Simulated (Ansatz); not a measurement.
Reaction (redistribution): `N[SiH](F)[SiH2]F` + `CN([SiH3])[SiH2]Cl` → `N[SiH2][SiH2]F` + `CN([SiH2]F)[SiH2]Cl`

Gas-phase electronic energies from Ansatz, PBE0-D4/def2-TZVP geometries. CCSD(T)/CBS adds triple-zeta CCSD(T) − MP2 to the extrapolated MP2 energy (def2 sets, frozen cores). DFT in def2-TZVPP. B3LYP here is the variant with VWN-RPA as its local correlation; programs differ in this. Each species was taken in one conformer, which may not be the lowest.

`N[SiH](F)[SiH2]F`:

Cartesian coordinates in Å:
```
N 1.304 0.891 0.700
Si 0.787 -0.462 -0.186
F 1.062 -1.878 0.527
Si -1.534 -0.206 -0.452
F -2.064 0.619 0.828
H 2.268 1.173 0.754
H 0.752 1.273 1.450
H 1.561 -0.510 -1.451
H -2.280 -1.490 -0.504
H -1.857 0.590 -1.665
```

`CN([SiH3])[SiH2]Cl`:

```xyz
13

C     0.555    0.480    1.325
N    -0.024   -0.104    0.113
Si    1.059   -1.005   -0.897
Si   -1.599    0.375   -0.339
Cl   -1.668    2.306   -1.073
H     1.194   -0.247    1.835
H    -0.232    0.770    2.026
H     1.155    1.369    1.107
H     1.641   -2.128   -0.113
H     0.290   -1.521   -2.055
H     2.188   -0.161   -1.378
H    -2.088   -0.517   -1.410
H    -2.471    0.383    0.858
```

`N[SiH2][SiH2]F`:

Cartesian coordinates in Å:
```
N -1.104 0.109 -1.392
Si 0.131 -0.727 -0.529
Si 0.736 0.597 1.310
F -0.597 0.972 2.136
H -1.890 0.484 -0.885
H -1.389 -0.214 -2.303
H -0.221 -2.098 -0.046
H 1.308 -0.883 -1.428
H 1.655 -0.117 2.237
H 1.371 1.877 0.899
```

`CN([SiH2]F)[SiH2]Cl`:

Z-matrix (Å, degrees):
```
C
N 1 1.468
H 1 1.094 2 111.6
H 1 1.093 2 110.9 3 -121.1
H 1 1.093 2 110.5 3 120.0
Si 2 1.711 1 118.9 3 -106.4
Si 2 1.717 1 117.2 3 71.8
F 6 1.601 2 111.9 1 77.7
H 6 1.477 2 108.8 1 -163.8
H 6 1.480 2 109.3 1 -38.7
Cl 7 2.061 2 110.8 1 68.1
H 7 1.477 2 108.7 1 -172.7
H 7 1.481 2 110.7 1 -48.5
```

```csv
level,ΔE (kcal/mol),difference from CCSD(T)/CBS
PBE-D4,0.6,0.6
r2SCAN-D4,0.3,0.3
PBE0-D4,0.3,0.3
B3LYP-D4,0.7,0.7
ωB97X-V,0.4,0.4
ωB97M-V,0.3,0.3
B2PLYP,0.2,0.2
PBE,0.4,0.4
r2SCAN,0.3,0.3
PBE0,0.2,0.2
B3LYP,0.3,0.3
HF/def2-TZVPP,-0.1,-0.1
MP2/def2-TZVPP,0.0,0.0
SCS-MP2/def2-TZVPP,0.0,0.0
CCSD/def2-TZVPP,-0.1,-0.1
CCSD(T)/def2-TZVPP,-0.1,-0.1
HF/def2-QZVPP,-0.1,-0.1
MP2/def2-QZVPP,0.0,0.0
SCS-MP2/def2-QZVPP,0.0,0.0
HF/CBS(def2),-0.1,-0.1
MP2/CBS(def2),0.1,0.1
CCSD/CBS(def2),0.0,0.0
CCSD(T)/CBS,0.0,0
```

Largest T1 diagnostic among the species: 0.012.
